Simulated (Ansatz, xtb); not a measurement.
# CH3ClF2Si: which of two conformers lies lower

We compare I, `F[SiH](F)CCl`, a singlet, with II, `F[SiH](F)CCl`, a singlet. Both are isolated molecules in the gas phase, relaxed with PBE0-D3(BJ)/def2-SVP.

I (Å):

| atom | x (Å) | y (Å) | z (Å) |
| --- | --- | --- | --- |
| C | -0.8556 | -2.1109 | 0.3827 |
| Cl | 0.7936 | -2.5677 | -0.1253 |
| F | -0.7658 | 0.3289 | -1.0758 |
| F | -1.7225 | -1.7541 | -2.3022 |
| Si | -1.6573 | -0.9978 | -0.8824 |
| H | -3.0291 | -0.5946 | -0.4972 |
| H | -0.7926 | -1.6063 | 1.3592 |
| H | -1.4455 | -3.0303 | 0.5201 |

II (Å):

| atom | x (Å) | y (Å) | z (Å) |
| --- | --- | --- | --- |
| C | -0.9477 | -0.6875 | 0.1871 |
| Cl | -1.8930 | -0.7671 | -1.3302 |
| F | 1.0021 | 0.9106 | 1.4555 |
| F | -1.0111 | 2.1428 | 0.3853 |
| Si | 0.0101 | 0.9138 | 0.1807 |
| H | 0.7946 | 1.1307 | -1.0507 |
| H | -1.6429 | -0.7428 | 1.0377 |
| H | -0.2824 | -1.5625 | 0.2301 |

**Question.** Estimate which is lower in electronic energy at CCSD(T)/def2-SVP + ΔMP2/def2-TZVPP, and by roughly how much.

**Answer.** The CCSD(T)/def2-SVP + ΔMP2/def2-TZVPP calculation puts structure II lower, by 1.03 kcal/mol.

How the difference moves with the method:

```json
{"level": "PBE0-D3(BJ)/def2-SVP", "geometry": "PBE0-D3(BJ)/def2-SVP", "E(II) − E(I) (kcal/mol)": "−1.25", "departure from the last row (kcal/mol)": "−0.22", "job, with rough time for the two": "optimisation, 61 s"}
{"level": "HF/def2-SVP", "geometry": "PBE0-D3(BJ)/def2-SVP", "E(II) − E(I) (kcal/mol)": "−1.30", "departure from the last row (kcal/mol)": "−0.27", "job, with rough time for the two": "part of the CCSD(T) run"}
{"level": "MP2/def2-SVP", "geometry": "PBE0-D3(BJ)/def2-SVP", "E(II) − E(I) (kcal/mol)": "−1.13", "departure from the last row (kcal/mol)": "−0.10", "job, with rough time for the two": "part of the CCSD(T) run"}
{"level": "CCSD(T)/def2-SVP", "geometry": "PBE0-D3(BJ)/def2-SVP", "E(II) − E(I) (kcal/mol)": "−1.11", "departure from the last row (kcal/mol)": "−0.08", "job, with rough time for the two": "single point"}
{"level": "CCSD(T)/def2-SVP + ΔMP2/def2-TZVPP", "geometry": "PBE0-D3(BJ)/def2-SVP", "E(II) − E(I) (kcal/mol)": "−1.03", "departure from the last row (kcal/mol)": "", "job, with rough time for the two": "single point, 36 s"}
```

None of the levels shown reverses the order. The largest departure from CCSD(T)/def2-SVP + ΔMP2/def2-TZVPP is that of HF/def2-SVP, 0.27 kcal/mol. Levels run at GFN2-xTB geometries aren't shown. The last row adds to CCSD(T) the change of the MP2 difference between the two basis sets, here +0.08 kcal/mol.

With harmonic frequencies from PBE0-D3(BJ)/def2-SVP (ideal gas, rigid rotor, one conformer each, 298.15 K, 1 atm): the zero-point term adds +0.01 kcal/mol; ΔH is −1.01 and ΔG −0.97 kcal/mol.

The correlated steps freeze 13 core orbitals. Mirror images aren't counted in ΔG. Run with Ansatz 0.2.0; the last row on 1 thread of Intel(R) Xeon(R) Platinum 8259CL CPU @ 2.50GHz (Skylake/Cascade Lake) on a shared host.
